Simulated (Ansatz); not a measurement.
Geometry optimisation, Ansatz, RKS PBE0-D4/def2-SVP.

Input:

```yaml
crystal:
  periodic: [false, false, false]
  atoms:
    - { symbol: Ge, position_ang: [-0.6679, 0.3974, -0.1372] }
    - { symbol: H, position_ang: [-0.347, -1.4448, 0.5445] }
    - { symbol: F, position_ang: [-0.4538, 0.6101, -1.8393] }
    - { symbol: F, position_ang: [-2.4195, 0.4313, -0.0465] }
    - { symbol: F, position_ang: [-0.3511, 1.8753, 0.6965] }
    - { symbol: H, position_ang: [0.6344, -1.3819, 0.5177] }
    - { symbol: O, position_ang: [1.3397, -0.3661, 0.1927] }
    - { symbol: H, position_ang: [2.2651, -0.1214, 0.0717] }
basis:
  gaussian: { orbitals: def2-SVP }
hamiltonian:
  xc: pbe0
  dispersion: d4
relax:
  f_tol: 0.15
  max_steps: 25
  restrain:
    - { distance: [0, 6], at: 1.86, k: 30.0 }
    - { distance: [5, 1], at: 0.62, k: 30.0 }
    - { distance: [0, 1], at: 2.81, k: 30.0 }
    - { distance: [5, 6], at: 2.27, k: 30.0 }
```

Run as:

```bash
$ ansatz run input.yaml --threads 2 --pin off --max-ram 3072MiB --backend cpu --events-out ev --progress --plain --runs-dir out
```

Question: Where does it end, and by what steps?

Answer: It converged. The restraints hold the end off the free minimum. After 14 steps the energy has fallen by 2.189 eV (the restraints' own energy left out); F4 moved furthest, 1.26 Å. Joined: H2–H6.

```
step  energy less start (eV)  largest force component (eV/Å)  accepted
   0                  0.0000                           2.234       yes
   1                  0.5576                           2.514       yes
   2                  0.7023                           4.637       yes
   3                 -0.3782                           3.648       yes
   4                 -1.0045                           2.795       yes
   5                 -1.3321                           2.559       yes
   6                 -1.6825                           2.459       yes
   7                 -1.9491                           2.121       yes
   8                 -2.0481                           1.866       yes
   9                 -2.1177                           2.057       yes
  10                 -2.1514                           2.380       yes
  11                 -2.1656                           2.435       yes
  12                 -2.1724                           1.879        no
  13                 -2.1988                           1.967       yes
  14                 -2.1890                           2.350       yes
```

```xyz
8
Properties=species:S:1:pos:R:3
Ge -0.297 0.691 -0.091
H -0.583 -2.104 0.022
F -0.657 0.246 -1.698
F -1.606 0.256 0.904
F -0.174 2.396 -0.090
H 0.096 -1.974 0.154
O 1.236 -0.040 0.515
H 1.985 0.529 0.284
```

Whether the end is a true minimum wasn't checked by a vibrational analysis.

Run time: 34 s on 2 threads of Arm Neoverse V2, on a shared host, peak memory 0.23 GiB.
